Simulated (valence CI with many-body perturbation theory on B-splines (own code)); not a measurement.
## Ru XIII: one-electron terms

Computed by relativistic CI+MBPT: four valence electrons over a frozen Dirac-Fock core [Ar] 3d10, a basis of 11 s, 11 p, 9 d, 7 f, 5 g, 2 h, 1 i functions for each j, with the one-electron correlation potential Σ1 (screened to all orders), the two-electron term Σ2, the three-electron term Σ3, Breit, model QED; selected single and double excitations, second order for the rest, scaled by the run's own slope (own B-spline code, finite nucleus).

No measured levels were compared; by estimate levels hold to about 250 cm⁻¹ or 0.2 % of their energy and the worst to 1 %, as in measured heavy ions of charge 2 to 7; those with d or f electrons hold less well.

These are the spectroscopic orbitals of the CI (the correlating ones are not listed), shaped by the core and the other valence electrons. h is the expectation value of the core's Dirac-Fock operator, without the valence repulsion; Σ1 is computed up to l = 3 at one energy for each symmetry, that of its lowest orbital but kept below the first core excitation, so for empty shells it is not the orbital's own correlation shift; Breit and QED include the response of the core.

| Orbital | h (hartree) | Σ1 (cm⁻¹) | Breit (cm⁻¹) | QED (cm⁻¹) | ⟨r⟩ (bohr) |
| --- | --- | --- | --- | --- | --- |
| 4s1/2 | -13.763 | -10708 | 1042 | 819 | 0.9244 |
| 5s1/2 | -7.6816 | -3211 | 399 | 313 | 1.695 |
| 6s1/2 | -4.9053 | -1417 | 190 | 151 | 2.705 |
| 7s1/2 | -3.4071 | -767 | 107 | 84.9 | 3.939 |
| 4p1/2 | -12.541 | -10024 | 1577 | -48.1 | 0.9621 |
| 5p1/2 | -7.1292 | -3080 | 604 | -18.3 | 1.785 |
| 6p1/2 | -4.6169 | -1427 | 303 | -9.1 | 2.833 |
| 7p1/2 | -3.2372 | -791 | 175 | -5.2 | 4.108 |
| 4p3/2 | -12.345 | -9467 | 978 | 27.3 | 0.9794 |
| 5p3/2 | -7.0453 | -2959 | 376 | 10.5 | 1.808 |
| 6p3/2 | -4.5732 | -1380 | 196 | 5.3 | 2.861 |
| 7p3/2 | -3.2115 | -768 | 113 | 3.1 | 4.142 |
| 4d3/2 | -10.344 | -8223 | 438 | -43.5 | 1.062 |
| 5d3/2 | -6.1474 | -2844 | 185 | -17.8 | 1.980 |
| 6d3/2 | -4.0969 | -1422 | 100 | -9.4 | 3.109 |
| 4d5/2 | -10.308 | -8093 | 210 | -24.5 | 1.067 |
| 5d5/2 | -6.1315 | -2808 | 87.0 | -10.0 | 1.986 |
| 6d5/2 | -4.0884 | -1405 | 46.9 | -5.3 | 3.116 |
| 4f5/2 | -8.2569 | -6237 | 39.5 | -8.3 | 1.175 |
| 5f5/2 | -5.2384 | -2454 | 23.2 | -5.0 | 2.180 |
| 4f7/2 | -8.2552 | -6185 | -22.3 | -5.7 | 1.176 |
| 5f7/2 | -5.2371 | -2428 | -12.9 | -3.6 | 2.181 |
| 5g7/2 | -4.9808 |  | -0.2 | -0.4 | 2.072 |
| 5g9/2 | -4.9802 |  | -1.2 | 0.2 | 2.072 |

Among the shells of the start configuration 4s2 4p2, Σ1 is largest in size for 4s1/2, where it is 0.35 % of h.

Lowest root of each symmetry, sizes in configuration state functions:

| J | Parity | Roots | Reference | Variational | Second order | Change by selected CI (cm⁻¹) | Change by second order (cm⁻¹) |
| --- | --- | --- | --- | --- | --- | --- | --- |
| 0 | even | 8 | 35 | 19948 | 154256 | -6047 | -3 |
| 1 | even | 13 | 69 | 39946 | 403661 | -5506 | -15 |
| 2 | even | 16 | 96 | 39986 | 515224 | -5834 | -30 |
| 3 | even | 11 | 72 | 39664 | 662920 | -5485 | -32 |
| 4 | even | 8 | 50 | 39987 | 774801 | -5245 | -31 |
| 5 | even | 3 | 19 | 39954 | 647522 | -5615 | -24 |
| 0 | odd | 3 | 27 | 16906 | 141164 | -6705 | -8 |
| 1 | odd | 8 | 72 | 39973 | 575747 | -5337 | -9 |
| 2 | odd | 9 | 85 | 39997 | 603767 | -2763 | -11 |
| 3 | odd | 5 | 70 | 39986 | 616590 | -4887 | -25 |
| 4 | odd | 2 | 45 | 39820 | 509148 | -6534 | -31 |
